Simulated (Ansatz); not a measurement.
A run for Ansatz (a first-principles code): R-PBE/def2-TZVPP on CH3N (SMILES C=N).

Ansatz 0.2 input:
```yaml
crystal:
  periodic: [false, false, false]
  atoms:
    - {symbol: C, position_ang: [-0.55812066, 0.17923121, 0.01046698]}
    - {symbol: N, position_ang: [0.60889215, -0.32831575, -0.01215629]}
    - {symbol: H, position_ang: [-1.42529781, -0.49575092, 0.02143675]}
    - {symbol: H, position_ang: [-0.78280418, 1.26013646, 0.02028087]}
    - {symbol: H, position_ang: [1.32616147, 0.41145369, -0.02022228]}
basis:
  gaussian:
    orbitals: def2-TZVPP
hamiltonian:
  xc: {name: PBE}
accuracy: high
phonons: {}
scf: {lower_state_search: off}
```

The head of its log:

```
WARN ansatz: RAYON_NUM_THREADS=2 ignored (pool sized by the plan → 2); use --threads N
Functional definition: PBE
these checks for a lower state are left out or cut short: stability, starts, cluster_reference, orbital_swaps, neighbouring_geometries, increment
integrals: 0.14 GiB planned
1930 factors; integrals over basis functions are off by at most 2.0e-9 eV
mean field: 0.33 GiB planned
mean field evaluation 1: about -2566.2120 eV, gradient 5.5e1 eV
mean field evaluation 2: about -2550.6759 eV, gradient 9.4e1 eV
```

Q: What total energy does the run end on?

A: -94.5472 hartree.
